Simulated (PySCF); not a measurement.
Input file for PySCF: U-B3LYP/LANL2DZ on AlH2I (SMILES [AlH2][I]), a point of a bond scan (R = 2.356 Å).

```python
from pyscf import gto, scf, dft, mp
from pyscf.data.elements import chemcore

mol = gto.M(
    atom='''
    Al   -1.02948799   -1.59301317    0.26750098
    H    -0.26424814   -3.13922535    1.87203433
    H    -2.32698290   -1.78051460   -0.59760769
    I     0.30621990    0.47383976   -0.07956783
    ''',
    basis='lanl2dz',
    ecp={'Al': 'lanl2dz', 'I': 'lanl2dz'},
    charge=0, spin=0, verbose=3, max_memory=1800)
mf = dft.UKS(mol, xc='b3lyp')
mf.conv_tol = 1e-8
mf.max_cycle = 100
mf.init_guess_breaksym = True
mf.kernel()
if not mf.converged:
    mf = mf.newton().run(mf.mo_coeff, mf.mo_occ)
for _ in range(4):
    mo, _, stable, _ = mf.stability(return_status=True)
    if stable:
        break
    mf.kernel(mf.make_rdm1(mo, mf.mo_occ))
```

Task: Give the final energy of this run.

Result: -14.5453 hartree.
